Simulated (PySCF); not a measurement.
Atoms are numbered as in `[CH2:1]=[C:2]1[SiH2:3][C:4]([SiH3:5])=[C:6]([CH:7]=[O:8])[C:9]1=[CH2:10]`. Each H is labelled by its parent atom. Ha(C10) is cis to C2; Ha(C1) is cis to Si3; Hb(C10) is trans to C2; Hb(C1) is trans to Si3.

PySCF 2.14.0 with density-fitted response routines calculation with GIAO PBE0/pcSseg-1 shieldings and geometry: GFN2-xTB; no solvent, averaged over atoms made equivalent by symmetry, fast rotation or ring inversion, no relativistic terms, one conformer.

Shifts are taken against calculated references (same method and geometry level): 13C against TMS.

Q: Do the 13C shifts follow the atomic charges (in e)? Tabulate both.

A: 
```
atoms  hybridisation  δ (ppm)  σ para (ppm)  Hirshfeld    IAO  Mulliken  ESP-fitted
   C7            sp2    193.2          -256      +0.13  +0.25     +0.41       +0.50
   C4            sp2    184.0          -259      -0.15  -0.47     -0.60       -0.21
   C6            sp2    163.9          -240      -0.01  -0.04     -0.20       -0.13
   C9            sp2    153.5          -223      -0.01  +0.01     -0.21       +0.14
   C2            sp2    149.5          -224      -0.09  -0.26     -0.50       -0.10
   C1            sp2    133.7          -199      -0.08  -0.27     -0.04       -0.40
  C10            sp2    109.7          -178      -0.09  -0.31     +0.01       -0.52
```

Correlation coefficients of δ with charge over these carbons: Hirshfeld +0.46, IAO +0.41, Mulliken +0.00, ESP-fitted +0.76; with the paramagnetic shielding -0.98. With so few points these coefficients are fragile. Charge is one influence among several: hybridisation and low-lying excitations act through the paramagnetic term.

Shifts are as computed. Against solution values, carbons near 30 ppm lie about +3 ppm off and those near 130 ppm about +5 ppm. Of 1211 compounds with measured shifts, 218 miss one by over three times the rms of a fit or turn the order of signals round; such compounds aren't used in these exercises.
